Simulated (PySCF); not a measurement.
# How methods differ on the ionisation energy of Ce⁵⁷⁺

Ce⁵⁷⁺ 1s1 (2S) → Ce⁵⁸⁺ (bare nucleus), as a difference of total energies. Calculation: PySCF 2.14, in an uncontracted even-tempered set (15 s from 130 bohr⁻², ratio 2.2; 7 p from 200 bohr⁻², ratio 2.4; 4 d from 600 bohr⁻², ratio 2.4; 3 f from 900 bohr⁻², ratio 2.4; 3 g from 1300 bohr⁻², ratio 2.4); no relativity, point nucleus. The calculations carry no spin-orbit coupling.

| method | ionisation energy (eV) |
| --- | --- |
| UHF | 45769.5 |
| LDA | 45701.4 |
| PBE | 45759.4 |
| PBE0 | 45761.9 |
| r2SCAN | 45769.5 |
| M06 | 45768.9 |
| M06-2X | 45766.2 |

The gap to the reference is mostly relativistic.

For comparison: 47965.9 eV (theoretical estimate listed by NIST; NIST Atomic Spectra Database, ionization energies).
